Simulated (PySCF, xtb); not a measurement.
C4H7Cl, SMILES CC1(Cl)CC1.

Harmonic wavenumbers (cm⁻¹) from GFN2-xTB (xtb) at its own minimum, in rising order: 177, 292, 292, 313, 383, 565, 792, 856, 898, 952, 954, 1056, 1069, 1103, 1105, 1140, 1186, 1368, 1407, 1425, 1474, 1477, 1488, 3022, 3030, 3036, 3086, 3089, 3103, 3115.

Task: What does PBE-D3(BJ)/def2-SVP (PySCF) give at its own minimum? (Estimate from the structure and the level; the computed values follow.)

Result: 236, 299, 301, 321, 384, 550, 742, 810, 838, 907, 912, 989, 1021, 1035, 1079, 1129, 1175, 1297, 1355, 1371, 1399, 1416, 1439, 2972, 3062, 3064, 3068, 3068, 3159, 3168. Paired by order, the mean absolute difference is 40 cm⁻¹ and the zero-point energies are 61.8 and 60.9 kcal/mol.
